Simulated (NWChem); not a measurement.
System: SiPH$_{5}$O$_{2}$; SMILES [SiH](P)(O)O

```xyz
9

Si    -0.0328     0.4158     0.2528
O      1.3565     1.0603    -0.3856
O     -1.3855     1.0342    -0.4998
P      0.1326    -1.7873    -0.2034
H     -0.1611     0.7411     1.7065
H      1.3776     2.0218    -0.4958
H     -2.0139     1.4891     0.0774
H      1.2259    -2.0081     0.6840
H     -0.8469    -2.1669     0.7616
```
Atoms are numbered in this order, from 1.

Results from NWChem. All runs use the structure optimised with B3LYP/6-31G* (spherical d). Level: B3LYP/def2-SVP with SMD (1 M gas to 1 M solution), gas-phase geometry. Reactions with the solvent are ignored.

| solvent | dielectric constant | solvation free energy (kcal/mol) | cavity-dispersion-structure term (kcal/mol) | dipole in solution (D) |
|---|---|---|---|---|
| water | 78.4 | -8.0 | 3.2 | 3.91 |
| 1-propanol | 20.5 | -8.6 | 1.5 | 3.84 |
| n-hexane | 1.88 | -3.0 | -0.5 | 3.24 |
| ethyl acetate | 5.99 | -5.3 | -0.7 | 3.53 |
| N,N-dimethylformamide | 37.2 | -5.9 | -0.4 | 3.66 |
